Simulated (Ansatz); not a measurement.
`[SiH3][N]([SiH3])[AlH][SH]` + H–F → `[F][AlH][SH]` + `[SiH3]N[SiH3]` at 298.15 K and 1 bar (ligand exchange at the Al–N bond).

Isolated molecules relaxed with PBE0-D4/def2-TZVP in Ansatz; ΔE leaves out vibrations. CCSD(T)/CBS adds triple-zeta CCSD(T) − MP2 to the extrapolated MP2 energy (def2 sets, frozen cores). This one scheme is used for every species. One conformer a species, not always the lowest.

```tsv
species	CCSD(T)/CBS energy (Eh)	H − E (kJ/mol)	S (J/(mol·K))
`[SiH3][N]([SiH3])[AlH][SH]`	-1277.58129	222.0	419.0
H–F	-100.39570	33.5	173.6
`[F][AlH][SH]`	-740.90186	64.3	292.4
`[SiH3]N[SiH3]`	-637.10515	192.6	335.6
```

H − E and S are ideal-gas, rigid-rotor, harmonic terms from PBE0-D4/def2-TZVP, for one conformer and one mirror image of each species. 1 Eh = 2625.50 kJ/mol, R = 8.31446 J/(mol·K).

Task: By hand: ΔE, ΔH, ΔS and ΔG.

Result: ΔE = (-740.90186) + (-637.10515) − (-1277.58129) − (-100.39570) = -0.03002 Eh = -78.8 kJ/mol. Δ(H − E) = 64.3 + 192.6 − 222.0 − 33.5 = 1.4, so ΔH = -77.4 kJ/mol. ΔS = 292.4 + 335.6 − 419.0 − 173.6 = 35.4 J/(mol·K). ΔG = -77.4 − 298.15 × (35.4)/1000 = -88.0 kJ/mol.

Task: By hand: the equilibrium constant, and the temperature at which ΔG would vanish if ΔH and ΔS stayed fixed.

Result: log₁₀ K = −ΔG/(RT ln 10) = 15.4. ΔH and −TΔS have one sign here, so there is no such temperature.

ΔH outweighs TΔS. A doubt of 5 kJ/mol in ΔE shifts log₁₀ K by 0.9 here. Other conformers and mirror images would add mixing entropy, several J/(mol·K) or more a flexible species. Modes under 60 cm⁻¹, often nearly free rotors, make the harmonic entropy too high. These are equilibria of isolated gas molecules and say nothing of rates. Largest T1 diagnostic: 0.012 (customary marks: 0.02 for closed shells, 0.045 for open ones).
